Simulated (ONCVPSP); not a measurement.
# What one change does to a pseudopotential (tungsten (W), ONCV)

W (Z = 74), optimised norm-conserving Vanderbilt (ONCV), made with ONCVPSP 4.0.1 (PW91, scalar-relativistic). Core [Kr] 4d10 4f14 5s2, reference 5p6 5d4 6s2. Waves: 6s: rc 2.70 bohr, ncon 4, nbas 7, qcut 1.9 1/bohr, 1 projector; 5p: rc 1.35 bohr, ncon 4, nbas 8, qcut 4.9 1/bohr, 2 projectors, debl 2.8 Ha; 5d: rc 2.40 bohr, ncon 4, nbas 8, qcut 7.2 1/bohr, 2 projectors, debl 2.5 Ha. Local part: polynomial inside 0.95 bohr (lpopt 5, dvloc0 0 Ha). Core correction: Teter function fitted to the true core (icmod 2), fcfact 0.2.

Change: s: qcut 1.2; p: qcut 3.2; d: qcut 4.7.

Cutoffs: the cutoffs (Ha) at which the residual kinetic energy of the hardest occupied pseudo-wave falls to 1 and 0.1 mHa per electron; they do not see the model core or the augmentation charge, which bear on the density cutoff. Errors are all-electron minus pseudo energies relative to the spin-unpolarised reference configuration.

Q: How do hardness, ghosts and transferability respond?

A: The potential gets softer (97 Ha and 116 Ha → 69 Ha and 112 Ha); both files keep a bound ghost (s); of the 4 tests that both files solve, the error grows in 1 and shrinks in 3 by more than 15 % and 0.3 meV (median size 14.8 → 15.6 meV).

```csv
quantity,base,changed
"cutoff, loose",97 Ha,69 Ha
"cutoff, tight",116 Ha,112 Ha
loose cutoff by channel,"s 11 Ha, p 97 Ha, d 14 Ha","s 13 Ha, p 69 Ha, d 11 Ha"
bound ghosts,s,s
GHOST(+) flags under 300 eV,p at 249.7 eV,"d at 204.3 eV, p at 250.0 eV"
"error for 5p6 5d4 6s1, meV [ΔE 8.95 eV]",-7.5,-4.4
"error for 5p6 5d4 6s0, meV [ΔE 24.69 eV]",-27,-15
"error for 5p6 5d3 6s0, meV [ΔE 50.15 eV]",-5.3,-21
"error for 5p6 5d4 6s0 6p2, meV [ΔE 9.32 eV]",-22,-16
s: phases at 2.75 bohr within 0.05 rad from the reference energy up to (Ha; the scan ends near 5),n/a,n/a
p: phases at 1.37 bohr within 0.05 rad from the reference energy up to (Ha; the scan ends near 5),to the end of the scan,to the end of the scan
d: phases at 2.44 bohr within 0.05 rad from the reference energy up to (Ha; the scan ends near 5),to the end of the scan,to the end of the scan
"rms error of d²Exc/dni dnj with the model core, mHa",1.35,1.36
```

 A true bound ghost makes a file unfit for plane-wave use even where its test errors are small: the radial tests pick states by their node count and pass the ghost by.
